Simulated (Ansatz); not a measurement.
Reactions of `CC(F)OC(F)F`.

Program: Ansatz. Geometries: PBE0-D4/def2-TZVP. ΔE: electronic, gas phase. CBS: MP2 limit from def2 TZ/QZ plus the TZ coupled-cluster correction, frozen cores. This one scheme is used for every species, atoms too. No spin–orbit coupling; open shells (•) take unrestricted orbitals. Spin–orbit coupling would lower the free atoms: a little for C, F, O. Each species was taken in one conformer, which may not be the lowest.

Order these by ΔE at CCSD(T)/CBS, lowest first. (Estimate.)
A. `CC(F)OC(F)F` + H₂ → `FCOC(F)F` + CH₄
B. `CC(F)OC(F)F` + H₂ → `CC(F)OCF` + H–F
C. `CC(F)OC(F)F` → 3 C• + 3 F• + 5 H• + O•
D. `CC(F)OC(F)F` + H–F → `FC(F)OC(F)F` + CH₄

B (-58.8 kJ/mol), A (-39.6 kJ/mol), D (+29.5 kJ/mol), C (+4803.7 kJ/mol).

Largest T1 diagnostic: 0.012, for `FC(F)OC(F)F`.
